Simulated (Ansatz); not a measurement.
Species: CH₂OS, SMILES `O=CS` (O–C–S–H torsion 0°) (charge 0, multiplicity 1).

Problem. Give a relaxed geometry from Ansatz (a quantum-chemistry and plane-wave program) with PBE0-D3(BJ)/def2-TZVP.

Solution. Several could match; the one computed here: the end point of this relaxation, one of several conformers (outside a Z-matrix the atoms follow the SMILES, hydrogens last).
Z-matrix (Å, degrees):
```
C
O 1 1.1940
H 1 1.1056 2 123.49
S 1 1.7673 3 110.44 2 -180.00
H 4 1.3444 1 94.68 3 -180.00
```
